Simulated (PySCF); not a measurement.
Question: Give a PBE0-D3(BJ)/def2-SVP geometry of `FC(F)(F)C1=[CH][GeH2][CH]=C1`.

Answer: 
```
atom  x, y, z in Å
F1     2.655    1.237    0.070
C2     2.077    0.104   -0.324
F3     2.684   -0.906    0.311
F4     2.330   -0.050   -1.630
C5     0.599    0.089   -0.064
C6    -0.069    1.115    0.495
Ge7   -1.941    0.584    0.599
C8    -1.487   -1.122   -0.216
C9    -0.163   -1.122   -0.453
H10    0.430    2.033    0.809
H11   -2.468    0.488    2.040
H12   -2.880    1.463   -0.243
H13   -2.131   -1.965   -0.474
H14    0.368   -1.962   -0.913
```

Orientation and origin are arbitrary. Atoms count from 1 in this order. The 5-membered ring C5–C6–Ge7–C8–C9 has internal angles of 89.6° to 118.5° (sum 540°, against 540° for a flat polygon); it is planar, 0.00 Å rms from its mean plane, widest ring torsion 0°. The C–C distances run from 1.345 Å (C8=C9, drawn double) to 1.501 Å (C2–C5, drawn single), a spread of 0.156 Å. Of the pairs four or more bonds apart, F1···H10 is among the closest relative to their van der Waals radii: 2.48 Å, 93 % of the sum of Bondi's values. Ge7 (germanium bonded to 2 C and 2 H) has angles from 89.6° to 114.7°.

Bonds between heavy atoms (Å): F1–C2 1.332, C2–F3 1.338, C2–F4 1.339, C2–C5 1.501, C5=C6 1.346, C6–Ge7 1.948, Ge7–C8 1.945, C8=C9 1.345, C5–C9 1.483.

Computed, not measured: PBE0-D3(BJ)/def2-SVP geometry optimisation, gas phase (PySCF 2.14.0).

Point group: Cs (tolerance 0.08 Å). No PBE0-D3(BJ)/def2-SVP frequencies stand behind this structure, so it isn't proved a minimum.

On Arm Neoverse V2, one thread, no GPU, shared host with 96 logical CPUs at a one-minute load of 83, this took 3.5 min and 0.72 GiB of memory at its peak. That covers the optimisation of the geometry.
